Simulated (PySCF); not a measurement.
How methods differ on the excitation energy of Nb

Nb [Kr] 4d4 5s1 (6D) → Nb [Kr] 4d4 5p1 (high-spin determinant), as a difference of total energies. Calculation: PySCF 2.14, in def2-TZVPPD with the def2 core potential (28 electrons); scalar relativity through the core potential. Correlated levels: valence: 4s2 4p6 frozen; valence and next inner shell: nothing frozen outside the core potential. The calculations carry no spin-orbit coupling.

| method | excitation energy (eV) |
| --- | --- |
| UHF | 2.712 |
| LDA | 3.173 |
| PBE | 3.049 |
| PBE0 | 2.983 |
| r2SCAN | 3.212 |
| BHandHLYP | 2.890 |
| M06-L | 3.024 |
| wB97X-V | 2.871 |
| LC-wPBE | 2.912 |
| MP2 (valence) | 2.913 |
| SCS-MP2 (valence) | 2.779 |
| MP2 (valence and next inner shell) | 3.131 |
| SCS-MP2 (valence and next inner shell) | 2.968 |

Task: How much does correlation contribute at MP2 (valence and next inner shell)?

Result: 3.131 − (2.712) = 0.419 eV, measured against UHF.

The determinant of the upper state mixes LS terms, which raises its energy above the lowest term, most at the Hartree-Fock and MP2 levels.
